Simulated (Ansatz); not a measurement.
SnH2Me(NHMe) (C2H9NSn), relaxed as a singlet with RKS PBE-D4/def2-SVP in Ansatz, starting from the GFN2-xTB geometry. Force threshold 0.02 eV/Å.

In the def2 sets Sn takes a core potential; there is no spin–orbit coupling.

Start:

Cartesian coordinates in Å:
```
Sn -0.057 -0.972 0.094
H -0.878 -1.389 1.492
H -0.800 -1.882 -1.143
C 2.071 -1.274 0.217
H 2.294 -2.299 0.484
H 2.483 -0.616 0.973
H 2.544 -1.055 -0.734
N -0.333 1.031 -0.019
C -1.647 1.621 -0.162
H 0.307 1.489 -0.655
H -2.075 1.508 -1.164
H -2.324 1.153 0.549
H -1.587 2.685 0.069
```

(1) Estimate the energy that the relaxation releases and the steps that it takes.

(2) Does the start keep its bonding and symmetry?

(3) Predict the relaxed structure.

## Answers

(1) 0.15 eV, in 9 steps; 14 s on 2 threads of Arm Neoverse V2 on a shared host. The force fell under the threshold at step 7, but the optimiser went on. No frequencies were taken in this run, so the end may be a saddle point.

(2) By distances, no bond broke or formed. The bond that changes most is Sn1–H2, from 1.67 to 1.73 Å (atoms count from 1).

(3) 
| atom | x (Å) | y (Å) | z (Å) |
| --- | --- | --- | --- |
| Sn1 | -0.054 | -0.974 | 0.092 |
| H2 | -0.906 | -1.402 | 1.538 |
| H3 | -0.725 | -1.857 | -1.260 |
| C4 | 2.081 | -1.296 | 0.246 |
| H5 | 2.293 | -2.368 | 0.418 |
| H6 | 2.479 | -0.703 | 1.091 |
| H7 | 2.580 | -0.977 | -0.690 |
| N8 | -0.301 | 1.080 | -0.055 |
| C9 | -1.646 | 1.630 | -0.149 |
| H10 | 0.306 | 1.472 | -0.786 |
| H11 | -2.206 | 1.415 | -1.096 |
| H12 | -2.273 | 1.242 | 0.683 |
| H13 | -1.626 | 2.737 | -0.032 |
Bond lengths: 1 × N–Sn 2.07 Å; 1 × C–Sn 2.16 Å; 1 × C–N 1.46 Å; 6 × C–H 1.11 to 1.12 Å; 2 × H–Sn 1.73 to 1.75 Å; 1 × H–N 1.03 Å.
